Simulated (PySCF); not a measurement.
Species: C₅H₅O₂ (charge -1).
Atom-mapped SMILES: `[CH2:1]=[C:2]=[CH:3][CH2:4][C:5](=[O:6])[O-:7]` (hydrogens: H8, H9 on C1; H10 on C3; H11, H12 on C4)

Cartesian coordinates in Å at the GFN2-xTB level; atoms count from 1:
```
atom  x, y, z in Å
C1     2.534    0.450    0.355
C2     1.372   -0.114    0.212
C3     0.209   -0.671    0.048
C4    -0.917   -0.108   -0.728
C5    -2.180    0.160    0.256
O6    -2.592    1.320    0.248
O7    -2.582   -0.833    0.864
H8     2.728    1.185    1.126
H9     3.375    0.214   -0.288
H10   -0.021   -1.594    0.569
H11   -0.649    0.826   -1.224
H12   -1.275   -0.834   -1.464
```

The closed-shell ground state was solved at several levels (PySCF, density fitting, gas phase, non-relativistic). No diffuse functions stand in pcSseg-1, which bears on an anion's orbital energies.

| level | basis functions | HOMO (eV) | LUMO (eV) | gap (eV) |
| --- | --- | --- | --- | --- |
| B3LYP/def2-SVPD | 186 | -1.44 | 3.48 | 4.92 |
| PBE0/def2-SVPD | 186 | -1.64 | 3.76 | 5.40 |

(1) What might PBE0/pcSseg-1 (144 basis functions) give for the same quantities?

(2) Over all these levels, which gives the widest orbital gap and which the narrowest?

Answers

(1) HOMO -1.25 eV, LUMO 4.09 eV, gap 5.34 eV.

(2) PBE0/def2-SVPD (global hybrid, 25 % exact exchange) has the widest, 5.40 eV, and B3LYP/def2-SVPD (global hybrid, 20 % exact exchange) the narrowest, 4.92 eV. The two share the basis. From the narrowest to the widest the HOMO moves by -0.20 eV and the LUMO by +0.28 eV.

One conformer stands for the species.
